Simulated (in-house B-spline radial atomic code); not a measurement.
## Sn IX (Sn8+): [Kr] 4d6

All numbers are computed (Dirac-Kohn-Sham wB97X, spherical fractional occupations, exact exchange averaged over the configuration; Fermi nucleus of rms radius 4.6519 fm) with a B-spline radial code for spherical atoms, not measured.

Z_r = [3n² - l(l+1)]/(2<r>); Z_e = n√(-2ε); the last column is Slater's effective charge. Values are occupation-weighted means over j. An effective charge above Z reflects the relativistic contraction of the inner shells.

| shell | electrons | ε (eV) | <r> (bohr) | Z_r | Z_e | Slater |
| --- | --- | --- | --- | --- | --- | --- |
| 1s | 2 | -29198 | 0.02905 | 51.63 | 46.33 | 49.70 |
| 2s | 2 | -4544.2 | 0.1251 | 47.98 | 36.55 | 45.85 |
| 2p | 6 | -4098 | 0.1094 | 45.71 | 34.71 | 45.85 |
| 3s | 2 | -996.94 | 0.3383 | 39.90 | 25.68 | 38.75 |
| 3p | 6 | -849.84 | 0.3365 | 37.14 | 23.71 | 38.75 |
| 3d | 10 | -621.31 | 0.3137 | 33.47 | 20.27 | 28.85 |
| 4s | 2 | -271.33 | 0.7975 | 30.09 | 17.86 | 22.25 |
| 4p | 6 | -224.52 | 0.8476 | 27.13 | 16.25 | 22.25 |
| 4d | 6 | -154.57 | 0.954 | 22.01 | 13.48 | 12.25 |

The least bound orbital is 4d5/2 at -154 eV, and it is also the most diffuse (<r> = 0.9572 bohr).

Spin-orbit splittings of the orbital energies (j = l + 1/2 above j = l - 1/2 when positive): 2p 230.8 eV, 3p 42.49 eV, 3d 8.768 eV, 4p 8.342 eV, 4d 1.36 eV.

For the 1s electron the small component carries 3.37 % of the norm, the zero-frequency Breit interaction raises the level by 67.8 eV, self-energy by 38.39 eV, and vacuum polarisation lowers it by 5.054 eV.

The density falls to 0.001 bohr⁻³ at 2.31 bohr; Σ<r²> = 14.944 bohr² gives, by the non-relativistic formula and without the paramagnetism of open shells, a Langevin diamagnetic susceptibility of -11.84×10⁻⁶ cm³/mol.
